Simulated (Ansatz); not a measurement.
Cost and result up the ladder for SnEt3Br (C6H15BrSn) (23 atoms). The state is a singlet with charge 0. Geometry: PBE-D4/def2-SVP.

```xyz
23

Sn   -0.0095    0.0133    0.0410
C     1.6626    0.8823    1.1530
C     1.8175    0.2926    2.5544
H     1.4740    1.9757    1.1892
H     2.5736    0.7285    0.5353
H     2.6467    0.7816    3.1100
H     0.8924    0.4227    3.1526
H     2.0413   -0.7941    2.5245
C     0.1229   -2.1504   -0.2545
C    -1.1731   -2.7542   -0.7947
H     0.3914   -2.5791    0.7337
H     0.9818   -2.3347   -0.9352
H    -1.0954   -3.8586   -0.8935
H    -2.0300   -2.5397   -0.1235
H    -1.4299   -2.3547   -1.7980
C    -0.6076    1.1354   -1.7411
C    -1.1838    2.5136   -1.4183
H    -1.3461    0.4996   -2.2727
H     0.2912    1.2040   -2.3908
H    -1.5159    3.0384   -2.3400
H    -2.0590    2.4376   -0.7414
H    -0.4391    3.1683   -0.9198
Br   -2.0058    0.2717    1.6295
```

Ansatz on 4 threads of Intel Xeon 6975P-C on a shared host. Times are rough, and most runs start from the orbitals of an earlier one. PBE0-D4/def2-TZVP serves as the yardstick here, not as an exact answer. Differences are given only for rows in sets of like size (and for xTB, whose basis is part of the method), since another set adds its own error. Binding counts from free atoms at the same level (Sn triplet, C triplet, H doublet, Br doublet; other spins of the atoms weren't run), without zero-point energy or a counterpoise term.

In the def2 sets Sn takes a core potential; there is no spin–orbit coupling. Correlated methods freeze 19 core orbitals; core or outer-core shells of Sn, Br are correlated, in sets that lack core-valence functions. The rows differ in basis, and correlated rows in double-zeta sets carry the largest basis error.

Correlated methods converge slowly with the basis, most of all in double-zeta sets.

| level | functions | wall time |
| --- | --- | --- |
| PBE-D4/def2-SVP | 217 | 2 s |
| MP2/def2-SVP | 217 | 3.6 s |
| PBE0-D4/def2-SVP | 217 | 3.6 s |
| PBE-D4/def2-TZVP | 374 | 3.9 s |
| PBE0-D4/def2-TZVP | 374 | 8 s |
| r2SCAN-D4/def2-TZVP (with forces) | 374 | 8 s |
| r2SCANh-D4/def2-TZVP | 374 | 10 s |
| B97M-V/def2-TZVP | 374 | 14 s |

Estimate what each level gives for the binding energy per atom (eV).


| level | binding energy per atom (eV) | difference from PBE0-D4/def2-TZVP (eV) |
| --- | --- | --- |
| PBE-D4/def2-SVP | 3.94 | – |
| MP2/def2-SVP | 3.72 | – |
| PBE0-D4/def2-SVP | 3.90 | – |
| PBE-D4/def2-TZVP | 3.91 | 0.04 |
| PBE0-D4/def2-TZVP | 3.87 | 0.00 |
| r2SCAN-D4/def2-TZVP (with forces) | 3.86 | -0.01 |
| r2SCANh-D4/def2-TZVP | 3.85 | -0.03 |
| B97M-V/def2-TZVP | 3.85 | -0.02 |
